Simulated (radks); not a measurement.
Zn9+, 21 electrons, occupied as [Ar] 3d1 4s2 (not the ground configuration). All-electron calculation, scalar-relativistic Kohn-Sham, PBE, spin-unpolarised, spherical densities, point nucleus. Program: a radial shooting solver on a logarithmic mesh with Libxc functionals.

Unscreened Slater integrals over Kohn-Sham orbitals (cm^-1).

\begin{tabular}{lr}
integral & value \\ \hline
F0(4s,4s) & 144270 \\
F0(4s,3d) & 180620 \\
G2(4s,3d) & 17336 \\
F0(4s,3p) & 179460 \\
G1(4s,3p) & 16828 \\
F0(4s,3s) & 179500 \\
G0(4s,3s) & 12572 \\
F0(3d,3d) & 334230 \\
F2(3d,3d) & 167420 \\
F4(3d,3d) & 107040 \\
F0(3d,3p) & 323540 \\
F2(3d,3p) & 158340 \\
G1(3d,3p) & 184320 \\
G3(3d,3p) & 118090 \\
F0(3d,3s) & 323970 \\
G2(3d,3s) & 141730 \\
F0(3p,3p) & 317870 \\
F2(3p,3p) & 160990 \\
F0(3p,3s) & 318020 \\
G1(3p,3s) & 210550 \\
F0(3s,3s) & 318620 \\
\end{tabular}

Derived for the open shells (J is the average intra-shell exchange parameter used in DFT+U). 3d: Racah B = F2/49 - 5 F4/441 = 2203 cm^-1, C = 35 F4/441 = 8495 cm^-1, C/B = 3.86, F4/F2 = 0.639, J = (F2 + F4)/14 = 19600 cm^-1.
